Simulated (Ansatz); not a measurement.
Consider the cleavage of the Si–Si bond: `F[SiH]([SiH3])[SiH2]Cl` + `[NH2][Mg][OH]` → `[NH2][Mg][O][SiH3]` + `F[SiH2][SiH2]Cl`.

Isolated molecules relaxed with PBE0-D4/def2-TZVP in Ansatz; ΔE leaves out vibrations. CCSD(T)/CBS is the MP2 limit (def2-TZVPP, def2-QZVPP) plus CCSD(T) − MP2 in def2-TZVPP, frozen cores. This one scheme is used for every species. Functionals use def2-TZVPP. B3LYP here is the variant with VWN-RPA as its local correlation; programs differ in this. For Mg outer-core shells are correlated without core-valence functions, which leaves a few kJ/mol of doubt a bond. One conformer a species, not always the lowest.

`F[SiH]([SiH3])[SiH2]Cl`:

Cartesian coordinates in Å:
```
F -2.298 0.510 0.364
Si -0.820 -0.101 0.575
Si 0.747 1.634 0.760
Si -0.282 -1.506 -1.225
Cl 1.663 -2.095 -0.846
H -0.841 -0.917 1.821
H 0.326 2.595 1.814
H 0.868 2.351 -0.537
H 2.063 1.047 1.122
H -0.301 -0.796 -2.528
H -1.125 -2.724 -1.320
```

`[NH2][Mg][OH]`:

Cartesian coordinates in Å:
```
N 0.930 -0.538 1.016
Mg -0.273 0.166 -0.249
O -1.439 0.862 -1.384
H 1.791 -0.112 1.324
H 0.827 -1.404 1.522
H -1.835 1.027 -2.229
```

`[NH2][Mg][O][SiH3]`:

```xyz
9

N    -0.333    1.623   -2.517
Mg   -0.123    0.610   -0.951
O     0.076   -0.357    0.547
Si    0.250   -1.221    1.894
H     0.184    2.452   -2.766
H    -0.983    1.438   -3.265
H    -1.027   -1.889    2.285
H     1.280   -2.290    1.731
H     0.675   -0.365    3.042
```

`F[SiH2][SiH2]Cl`:

Z-matrix (Å, degrees):
```
Si
Si 1 2.344
F 1 1.606 2 110.1
H 1 1.485 2 110.2 3 119.4
H 1 1.485 2 110.2 3 -119.4
Cl 2 2.065 1 104.9 3 179.9
H 2 1.484 1 112.9 3 62.2
H 2 1.484 1 112.9 3 -62.4
```

CCSD(T)/CBS gives -1.29 eV.

(1) Another level gave -1.12 eV. Which?
A. PBE/def2-TZVPP
B. B3LYP-D4/def2-TZVPP
C. PBE0/def2-TZVPP
D. B3LYP/def2-TZVPP

Largest T1 diagnostic among the species: 0.012.

## Answers

(1) C. PBE0 -1.12, B3LYP-D4 -1.22, B3LYP -1.30, PBE -1.02 eV.

From PBE to PBE0 (25 % exact exchange), in def2-TZVPP and without D4, ΔE moves by −0.10 eV. In def2-TZVPP, CCSD(T) changes the Hartree–Fock value by +0.30 eV (the triples alone add +0.04 eV) and MP2 by +0.25 eV. The D4 term adds +0.07 eV with B3LYP and +0.04 eV with PBE0; it sums over pairs of atoms, weighted by their polarisabilities, and B3LYP, whose exchange is more repulsive, gets the larger term.
